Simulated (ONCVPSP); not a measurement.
# Which change was made? (Au, ONCV)

- Element: gold (Au)
- Generator: ONCVPSP 4.0.1
- Type: optimised norm-conserving Vanderbilt (ONCV)
- Functional: PBE
- Relativity: scalar-relativistic
- Frozen core: [Kr] 4d10 4f14 5s2
- Valence charge: 17
- Reference configuration: 5p6 5d9 6s2
- Partial waves: 6s: rc 2.45 bohr, ncon 4, nbas 7, qcut 2.1 1/bohr, 2 projectors, debl 0.9 Ha; 5p: rc 1.20 bohr, ncon 4, nbas 8, qcut 7 1/bohr, 2 projectors, debl 2.4 Ha; 5d: rc 1.55 bohr, ncon 4, nbas 8, qcut 6.9 1/bohr, 2 projectors, debl 2.3 Ha
- Local potential: polynomial inside 1.15 bohr (lpopt 5, dvloc0 2 Ha)
- Core correction: Teter function, parameters optimised by the program

Cutoffs, loose and tight: the cutoffs (Ha) at which the residual kinetic energy of the hardest occupied pseudo-wave falls to 1 and 0.1 mHa per electron. They do not see the model core or the augmentation charge, which bear on the density cutoff. Test errors are all-electron minus pseudo excitation energies from the reference, over the configurations 5p6 5d10 6s1; 5p6 5d10 6s0; 5p6 5d9 6s0; 5p6 5d7 6s0; variants that change the core or the reference have their own tests.

The base gives: outcome: generated; cutoff, loose: 116 Ha; cutoff, tight: 145 Ha; bound ghosts: s; GHOST(+) flags above zero: none; largest test error (meV): -78.

**Question.** After one change the result is: outcome: generated; cutoff, loose: 20 Ha; cutoff, tight: 24 Ha; bound ghosts: s; GHOST(+) flags above zero: none; largest test error (meV): -76. Which change was it?
A. core correction Teter function, fcfact 3, rcfact 1.25
B. reference 5p6 5d10 6p1; waves s scattering state at 0.15 Ha: rc 2.45 bohr, ncon 4, nbas 7, qcut 2.1 1/bohr, 2 projectors, debl 0.9 Ha; 5p+6p: rc 1.20 bohr, ncon 4, nbas 8, qcut 7 1/bohr, 2 projectors
C. p: rc 1.54

**Answer.** C. The others give: core correction Teter function, fcfact 3, rcfact 1.25 → outcome: generated; cutoff, loose: 116 Ha; cutoff, tight: 145 Ha; bound ghosts: s; GHOST(+) flags above zero: none; largest test error (meV): -56 | reference 5p6 5d10 6p1; waves s scattering state at 0.15 Ha: rc 2.45 bohr, ncon 4, nbas 7, qcut 2.1 1/bohr, 2 projectors, debl 0.9 Ha; 5p+6p: rc 1.20 bohr, ncon 4, nbas 8, qcut 7 1/bohr, 2 projectors → outcome: generated, projector energies reset by the program; cutoff, loose: 115 Ha; cutoff, tight: 145 Ha; bound ghosts: s; GHOST(+) flags above zero: none; largest test error (meV): -4.8 over the solved tests; 1 of 4 tests not solved or not reliable.
